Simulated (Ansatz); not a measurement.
A run for Ansatz (a program for electronic structure): R-PBE/def2-TZVPPD on BrFH2 (a complex), monomers drawn apart or pushed together. Files ending in .json are basis or fitting sets from the Basis Set Exchange.

Ansatz 0.2 input:
```yaml
crystal:
  periodic: [false, false, false]
  atoms:
    - {symbol: F, position_ang: [-0.36218514, 0.13536947, 0.36942273]}
    - {symbol: H, position_ang: [-0.22032105, -0.77429421, 0.26519966]}
    - {symbol: Br, position_ang: [0.03208180, 1.12021138, 4.54185590]}
    - {symbol: H, position_ang: [-0.13979821, 1.00874536, 3.12665305]}
basis:
  gaussian:
    orbitals: def2-TZVPPD.json
hamiltonian:
  xc: {name: PBE}
scf: {lower_state_search: off}
```

It printed:

```
WARN ansatz: RAYON_NUM_THREADS=2 ignored (pool sized by the plan → 2); use --threads N
Functional definition: PBE
these checks for a lower state are left out or cut short: stability, starts, cluster_reference, orbital_swaps, neighbouring_geometries, increment
integrals: 0.04 GiB planned
735 factors; their error is unknown
mean field: 0.31 GiB planned
mean field evaluation 1: about -72782.3155 eV, gradient 3.6e1 eV
mean field evaluation 2: about -72776.2109 eV, gradient 7.5e1 eV
mean field evaluation 4: about -72784.1573 eV, gradient 1.2e0 eV
mean field evaluation 8: about -72784.1548 eV, gradient 5.0e-2 eV
mean field evaluation 16: about -72784.1548 eV, gradient 8.9e-6 eV
mean field -72784.15481048 eV, -2674.7683544131 hartree, gradient 8.9e-6 eV, S^2 0.000000; 0 other end points of the search recorded, 0 dependent functions left out
reference -72784.15487053 eV, -2674.7683566200 hartree; 23, 23 occupied and 108, 108 virtual orbitals, 735 factors
Total energy: -72784.15487053 eV, -2674.7683566200 hartree
Checks for a lower state left out: stability, starts, cluster_reference, orbital_swaps, neighbouring_geometries, increment
```

The run converged.

Cost: roughly 1.2 core-seconds.
